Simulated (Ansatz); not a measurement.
A nudged elastic band was laid between two geometries of CH₅AsO (8 atoms, charge 0, multiplicity 1).

Theory: RKS revPBE-D4/def2-SVP (Ansatz 0.2.0).

```yaml
movable_images: 7
climbing_image: yes
spring: 5.0 eV/Å²
optimiser: quadratic models (default)
start_path: IDPP
force_threshold: 0.2 eV/Å
iteration_limit: 52
end_points: relaxed
```

Image 0:

```xyz
8
Properties=species:S:1:pos:R:3
O -1.445 0.673 -0.435
C -0.151 0.660 0.130
As 1.052 -0.682 -0.821
H -1.867 -0.177 -0.209
H -0.145 0.461 1.226
H 0.293 1.662 -0.036
H 0.272 -1.886 -0.240
H 2.083 -0.769 0.329
```

Image 8:

```xyz
8
Properties=species:S:1:pos:R:3
O -1.051 0.556 -0.797
C -0.184 0.676 0.305
As 1.305 -0.696 0.435
H -1.459 -0.328 -0.748
H -0.707 0.647 1.292
H 0.313 1.665 0.229
H 0.321 -1.883 0.314
H 1.556 -0.693 -1.085
```

What changes between the two ends?

No bond is made or broken. The height of As3 over the plane of its neighbours goes from -0.92 to 0.92 Å.

Give the energies along the band, and the barrier.

It converged. The highest image is number 4 of 0 to 8, 1.61 eV above the first end and 1.67 eV above the last; the last end lies 0.06 eV below the first. The threshold of 0.2 eV/Å is loose, so the images may lie well off the minimum-energy path. Neighbouring images differ by up to 1.5 eV, so the band resolves the path poorly. The order of the stationary point at the top wasn't checked.

```
image  path coordinate (Å)  energy (eV)  height of As3 over the plane of its neighbours (Å)
    0                 0.00         0.00                                               -0.92
    1                 0.78         0.03                                               -0.91
    2                 1.55         0.05                                               -0.90
    3                 2.33         0.13                                               -0.76
    4                 3.09         1.61                                                0.00
    5                 3.49         0.80                                                0.45
    6                 3.89         0.15                                                0.76
    7                 4.29        -0.02                                                0.88
    8                 4.68        -0.06                                                0.92
```

What is the geometry of the highest image?


```xyz
8
Properties=species:S:1:pos:R:3
O -1.085 1.055 -0.809
C -0.334 0.650 0.290
As 0.924 -0.870 0.005
H -1.605 0.288 -1.117
H -0.921 0.283 1.164
H 0.285 1.506 0.619
H 0.654 -2.216 0.600
H 2.174 -0.753 -0.808
```

Time of the run: 3.2 min on 1 thread of Intel(R) Xeon(R) Platinum 8488C (Sapphire Rapids) (shared host), peak memory 0.26 GiB.
